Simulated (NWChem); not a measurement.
Species: Si2NH5ClF; SMILES N[Si@@H](Cl)[SiH2]F

```xyz
10

N     -1.9976    -0.5114    -0.2366
Si    -0.3964    -0.4377     0.3893
Cl     0.9134    -1.9526    -0.3008
Si     0.6591     1.5530    -0.2594
F     -0.1172     2.8411     0.3505
H     -2.6493    -1.2013     0.1206
H     -2.1855    -0.3051    -1.2108
H     -0.5031    -0.6557     1.8517
H      2.0607     1.5685     0.2357
H      0.6551     1.6611    -1.7449
```
Atoms are numbered in this order, from 1.

Program: NWChem. Pople sets run with spherical d functions. All runs use the structure optimised with B3LYP/6-31G* (spherical d). GIAO values for the isolated, static molecule; σ is the absolute isotropic shielding, δ = σ(reference) − σ with the isolated reference molecule computed at the same levels (19F: trichlorofluoromethane, 1H: tetramethylsilane, 29Si: tetramethylsilane).

For level Hartree-Fock/6-31G*:

```yaml
"δ Si2 (ppm)": 0.3
"δ Si4 (ppm)": 0.6
"δ F5 (ppm)": -182.2
"δ H6 (ppm)": 1.37
"δ H8 (ppm)": 5.26
"δ H9 (ppm)": 5.24
"δ H10 (ppm)": 5.31
```

**Question.** What are these values for level KT2/pcSseg-1?

**Answer.** 
| Item | Result |
|---|---|
| δ Si2 (ppm) | -14.1 |
| δ Si4 (ppm) | -8.2 |
| δ F5 (ppm) | -291.3 |
| δ H6 (ppm) | 1.87 |
| δ H8 (ppm) | 5.70 |
| δ H9 (ppm) | 5.47 |
| δ H10 (ppm) | 5.49 |
